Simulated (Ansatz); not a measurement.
```yaml
crystal:
  periodic: [false, false, false]
  atoms:
    - {symbol: Cl, position_ang: [-2.102105, 0.921811, 1.540101]}
    - {symbol: B, position_ang: [-0.848467, 0.266086, 0.531350]}
    - {symbol: N, position_ang: [0.558197, 0.284089, 0.544916]}
    - {symbol: C, position_ang: [0.460809, -0.460557, -0.694647]}
    - {symbol: O, position_ang: [-0.975458, -0.503361, -0.618083]}
    - {symbol: H, position_ang: [1.325978, 0.825173, 0.890548]}
    - {symbol: H, position_ang: [0.788979, 0.078030, -1.588102]}
    - {symbol: H, position_ang: [0.884166, -1.468271, -0.661783]}
basis:
  gaussian: {orbitals: "6-31G*"}
magnetization: {spin_polarized: true, initial_magnetization: 8}
hamiltonian: {xc: {name: SVWN5}}
output: {forces: true}
```

```sh
$ ansatz run in.yaml --threads 2 --pin off --events-out ev --progress --plain --max-ram 4352MiB
```

It prints (some lines left out):

```
Functional definition: SVWN5
978 factors; their error is unknown
mean field evaluation 1: about -17687.3724 eV, gradient 5.4e1 eV
mean field evaluation 2: about -17540.3801 eV, gradient 1.6e2 eV
mean field evaluation 4: about -17699.6088 eV, gradient 3.1e1 eV
mean field evaluation 8: about -17703.6224 eV, gradient 1.5e1 eV
mean field evaluation 16: about -17705.1419 eV, gradient 4.8e0 eV
mean field evaluation 32: about -17705.2707 eV, gradient 4.7e-6 eV
mean field -17705.27070034 eV, -650.6566971739 hartree, gradient 4.7e-6 eV, S^2 20.003257; 10 other end points of the search recorded, 0 dependent functions left out
reference -17705.27072400 eV, -650.6566980436 hartree; 27, 19 occupied and 58, 66 virtual orbitals, 978 factors
Total energy: -17705.27072400 eV, -650.6566980436 hartree
Atom 0 at    -2.102105     0.921811     1.540101 Å, force    -6.974585     3.803304     5.937103 eV/Å
Atom 1 at    -0.848467     0.266086     0.531350 Å, force    -0.869969     0.892647     0.703742 eV/Å
Atom 2 at     0.558197     0.284089     0.544916 Å, force     1.184462    -3.095688    -0.439000 eV/Å
Atom 3 at     0.460809    -0.460557    -0.694647 Å, force     4.663202    -0.900001    -1.344249 eV/Å
Atom 4 at    -0.975458    -0.503361    -0.618083 Å, force    -4.560579    -3.660860    -4.799537 eV/Å
Atom 5 at     1.325978     0.825173     0.890548 Å, force     4.949579     3.475344     1.802644 eV/Å
Atom 6 at     0.788979     0.078030    -1.588102 Å, force     0.716427     1.829141    -2.273756 eV/Å
Atom 7 at     0.884166    -1.468271    -0.661783 Å, force     0.891463    -2.343887     0.413053 eV/Å
Dipole moment:    -0.404176    -0.139603     0.052043 e Å
```

Something in this input is off. What?

The spin is set far too high for this molecule. The run converged. The result belongs to that input, not to the molecule as meant.
